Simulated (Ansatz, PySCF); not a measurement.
Energy difference R1 + R2 + R3 → 2 P1 + P2, each structure at its B3LYP-D3(BJ)/def2-TZVP stationary point, reached from a drawn start (curvature not checked).
P1: H2 (SMILES [H][H]), charge 0, multiplicity 1.
R1: HCl (SMILES Cl), charge 0, multiplicity 1.
R2: HF (SMILES F), charge 0, multiplicity 1.
R3: SiH4 (SMILES [SiH4]), charge 0, multiplicity 1.
P2: ClFH2Si (SMILES F[SiH2]Cl), charge 0, multiplicity 1.

P less R. No zero-point or thermal terms.

Frozen-core correlation throughout.

Run with Ansatz (Gaussian basis) for Hartree–Fock, density functionals and correlated methods; PySCF for the D3/D4 terms. Each number belongs to the level named beside it.

The comparison value is -193.3 kJ/mol (CCSD(T)/cc-pV(Q+d)Z). It is a level with limits of its own, not the exact answer.

### Question
Order these levels by how close they come to the comparison value for the reaction energy, closest first: CAM-B3LYP-D3(BJ)/def2-TZVPP, HF/cc-pV(Q+d)Z, PBE-D4/def2-TZVPP, HF/cc-pV(D+d)Z, BHLYP-D4/def2-TZVPP. Give each level's value less the comparison value.

### Answer
BHLYP-D4/def2-TZVPP (0.7 kJ/mol), CAM-B3LYP-D3(BJ)/def2-TZVPP (3.7 kJ/mol), HF/cc-pV(Q+d)Z (8.3 kJ/mol), PBE-D4/def2-TZVPP (9.0 kJ/mol), HF/cc-pV(D+d)Z (49.0 kJ/mol)

Ansatz is a quantum-chemistry and plane-wave program.
